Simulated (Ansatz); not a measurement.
Several settings on one geometry of Hf3O12H12, a hydroxylated oxide cluster (that of the charge 0 singlet, PBE-D4/def2-SVP). Ansatz on 2 threads of AMD EPYC 7R13 on a shared host and a share (18 GiB) of an NVIDIA H100 80GB HBM3; times are rough.

```xyz
27

Hf   -0.3767    0.7594   -1.5894
Hf    2.2798    0.0710    1.0597
Hf   -1.0968   -0.6786    1.4351
O    -3.9273   -0.2110   -2.0706
O    -1.5887   -2.5618    1.4955
O     0.6866   -0.6603   -2.4225
O     0.3492    0.3359    0.3590
O    -2.0491    0.3598    2.7752
O    -1.8946    1.2639   -2.8794
O    -1.9729   -0.1631   -0.3838
O     2.8387   -1.0205   -0.5123
O     0.8441   -0.9375    2.3878
O     0.6680    2.4135   -1.4908
O     2.6281    1.9937    0.6214
O     3.6820   -0.2382    2.4001
H    -3.8394   -1.0176   -2.6119
H    -3.3054    0.4398   -2.5312
H    -1.6209   -3.4856    1.2173
H     1.5406   -0.9131   -1.9954
H    -2.7918    0.5171    3.3725
H    -1.9874    2.0939   -3.3761
H    -2.8558   -0.2913   -0.8835
H     3.7204   -1.3506   -0.7511
H     1.0735   -1.4500    3.1811
H     1.3928    2.5536   -0.8360
H     3.4133    2.5307    0.8161
H     4.1896   -0.3528    3.2132
```

Totals from different functionals, basis sets or treatments of relativity can't be compared as stabilities.

In the def2 sets Hf takes a core potential; there is no spin–orbit coupling. Correlated methods freeze 12 core orbitals; core or outer-core shells of Hf are correlated, in sets that lack core-valence functions.

Scalar relativity in a set contracted without it gives distorted totals.

Problem. Give the basis size and estimate the energy, ⟨S²⟩, dipole and time of these runs.

```csv
run,method,charge,state,further keys
1,RKS PBEsol/def2-mTZVP,0,singlet,fitting: {mean_field: def2-universal-jkfit}; pseudopotentials: {relativity: scalar}; scf: {lower_state_search: off}
2,"RHF, mp2/def2-mTZVP",0,singlet,fitting: {mean_field: def2-universal-jkfit}; scf: {omitted_lower_state_checks: [starts]}; forces asked
3,RKS SVWN5/def2-SVPD,0,singlet,"fitting: {mean_field: def2-universal-jkfit}; point_charges: [{charge: 1.00, position_ang: [7.252, -0.112, -0.526]}]; scf: {omitted_lower_state_checks: [starts]}; forces asked"
```

Solution. 
```tsv
run	functions	energy (Eh)	⟨S²⟩	dipole (D)	wall time
1	432	-1051.6088	–	–	3.3 s
2	432	-1052.2035	–	5.22	4.9 s
3	477	-1047.5418	–	5.25	4 s
```
